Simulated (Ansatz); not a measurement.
C$_{3}$ (SMILES [C]=C=[C]), singlet, at a GFN2-xTB geometry; BLYP/aug-cc-pVDZ (Ansatz, a first-principles code).

The Ansatz input:
Ansatz 0.2 input:
```yaml
crystal:
  periodic: [false, false, false]
  atoms:
    - {symbol: C, position_ang: [-1.28632769, 0.05918624, 0.01517944]}
    - {symbol: C, position_ang: [0.00059880, 0.00960336, 0.00809238]}
    - {symbol: C, position_ang: [1.28572888, -0.06878959, -0.02327182]}
basis:
  gaussian:
    orbitals: aug-cc-pVDZ
    point_charges:
      - {charge: 0.5, position_ang: [2.5406, -0.4582, -3.4236]}
hamiltonian:
  xc: blyp
```

Output, abridged:

```
Functional definition: BLYP
666 factors; their error is unknown
mean field evaluation 1: about -3098.3522 eV, gradient 4.2e1 eV
mean field evaluation 2: about -3087.7604 eV, gradient 7.5e1 eV
mean field evaluation 4: about -3102.6133 eV, gradient 1.4e1 eV
mean field evaluation 8: about -3103.1512 eV, gradient 1.6e-1 eV
mean field evaluation 16: about -3103.1513 eV, gradient 4.1e-5 eV
mean field -3103.15131959 eV, -114.0387076033 hartree, gradient 4.1e-5 eV, S^2 0.000000; 0 other end points of the search recorded, 0 dependent functions left out
reference -3103.15160355 eV, -114.0387180386 hartree; 9, 9 occupied and 60, 60 virtual orbitals, 666 factors
Total energy: -3103.15160355 eV, -114.0387180386 hartree
```
